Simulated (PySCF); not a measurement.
Isomers of [C7H10NS]+ (charge +1), one GFN2-xTB conformer each. Single-point energies are computed at PBE0/pcSseg-1 (PySCF, gas phase, no added dispersion term), electronic only.

Task: Rank them by PBE0/pcSseg-1 energy, lowest first (kJ/mol).
A. `[CH3:1][S:2][c:3]1[cH:4][cH:5][cH:6][nH+:7][c:8]1[CH3:9]` (charge +1) with C1–S2–C3–C4 -1°
B. `[CH3:1][S:2][c:3]1[cH:4][cH:5][cH:6][c:7]([NH3+:8])[cH:9]1` (charge +1) with C1–S2–C3–C4 -2°
C. `[CH3:1][S:2][c:3]1[cH:4][nH+:5][cH:6][cH:7][c:8]1[CH3:9]` (charge +1) with C1–S2–C3–C4 -1°
D. `[CH3:1][S:2][c:3]1[cH:4][nH+:5][cH:6][c:7]([CH3:8])[cH:9]1` (charge +1) with C1–S2–C3–C4 -179°
E. `[CH3:1][S:2][c:3]1[cH:4][cH:5][cH:6][cH:7][n+:8]1[CH3:9]` (charge +1) with C1–S2–C3–C4 0°
F. `[CH2:1]=[C:2]([CH3:3])[c:4]1[cH:5][s:6][cH:7][n+:8]1[CH3:9]` (charge +1) with C1–C2–C4–C5 128°

Result: A (0.0), C (5.4), D (14.5), E (27.1), B (68.2), F (115.3).

As drawn, the lowest has an N–H bond, which the highest lacks. Neighbours under 21 kJ/mol apart (CSc1ccc[nH+]c1C and CSc1c[nH+]ccc1C; CSc1c[nH+]ccc1C and CSc1c[nH+]cc(C)c1; CSc1c[nH+]cc(C)c1 and CSc1cccc[n+]1C) can change places with a better method, another conformer or zero-point energy. GFN2-xTB itself gives, in the same order: 5.3, 11.9, 18.3, 0.0, 112.0, 69.3. GFN2-xTB puts CSc1cccc[n+]1C lowest instead; measured from each level's own lowest isomer, the values differ by up to 46.0 kJ/mol (C=C(C)c1csc[n+]1C: 69.3 against 115.3).

Task: Which frontier levels and rotational constants go with these structures?

Result: 
```
            SMILES  HOMO (eV, PBE0/pcSseg-1)  LUMO (eV)       A, B, C (MHz)
   CSc1ccc[nH+]c1C                    -10.73      -6.31   2350, 1151, 780.0
   CSc1c[nH+]ccc1C                    -10.78      -6.34   2288, 1164, 779.2
 CSc1c[nH+]cc(C)c1                    -10.69      -6.43  2491, 964.5, 701.4
    CSc1cccc[n+]1C                    -11.23      -6.25   2405, 1186, 802.5
CSc1cccc([NH3+])c1                     -9.76      -4.70  3050, 848.5, 669.2
 C=C(C)c1csc[n+]1C                    -11.47      -6.40   2356, 1122, 835.8
```

Task: As an exercise, what shares would exp(−E/RT) give at 500 K from these electronic energies alone (no entropy, no degeneracies)?

Result: RT = 4.157 kJ/mol: CSc1ccc[nH+]c1C 76.8 %, CSc1c[nH+]ccc1C 20.8 %, CSc1c[nH+]cc(C)c1 2.3 %, CSc1cccc[n+]1C 0.1 %, CSc1cccc([NH3+])c1 under 0.1 %, C=C(C)c1csc[n+]1C under 0.1 %.
